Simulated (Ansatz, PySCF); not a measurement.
Cl₂H₂SeSi. Atoms are numbered in the order given.

```xyz
6

Si    -0.4527     0.2480     0.5732
Cl    -2.0349    -0.8201    -0.2130
Cl    -0.5369     2.2123    -0.0692
Se     1.4212    -0.8112    -0.1695
H     -0.5677     0.2698     2.0474
H      2.3053     0.1725     0.4903
```
Charge 0, spin multiplicity 1.

Coordinates come from a B3LYP-D3(BJ)/def2-SVP optimisation. The structure was generated by enumeration, and PubChem lists no compound with its InChIKey, so it may never have been made. Other conformers were not sampled.

Vertical ionisation energy (IE) and electron affinity (EA) in eV. Rows of orbital energies are one-electron estimates. Where ΔSCF, EOM or ADC give a negative EA the extra electron is unbound and the value depends on the basis.

```json
[
 {"level": "−ε(HOMO), −ε(LUMO), M06-2X/def2-TZVP (PySCF)", "IE": "8.74", "EA": "-0.11"},
 {"level": "−ε(HOMO), −ε(LUMO), PBE/def2-TZVP (PySCF)", "IE": "6.43", "EA": "1.56"},
 {"level": "ΔSCF, CAM-B3LYP/def2-SVPD (Ansatz), final states of multiplicity 2 and 2", "IE": "(withheld)", "EA": "(withheld)"},
 {"level": "ΔSCF, PBE/def2-SVPD (Ansatz), final states of multiplicity 2 and 2", "IE": "9.62", "EA": "-0.45"}
]
```

Problem. Some entries are withheld; supply them. (Estimate from the structure and the level; the computed values follow.)

Solution. 
- ΔSCF, CAM-B3LYP/def2-SVPD (Ansatz, a first-principles code), final states of multiplicity 2 and 2, IE: 9.88
- ΔSCF, CAM-B3LYP/def2-SVPD (Ansatz), final states of multiplicity 2 and 2, EA: -0.75

Problem. What vertical singlet–triplet gap does ΔSCF give with CAM-B3LYP/def2-SVPD (Ansatz) and with PBE/def2-SVPD (Ansatz)? (An estimate is asked for; the answer gives what the named calculation found.)

Solution. 5.05 and 4.79 eV (triplet above singlet where positive).
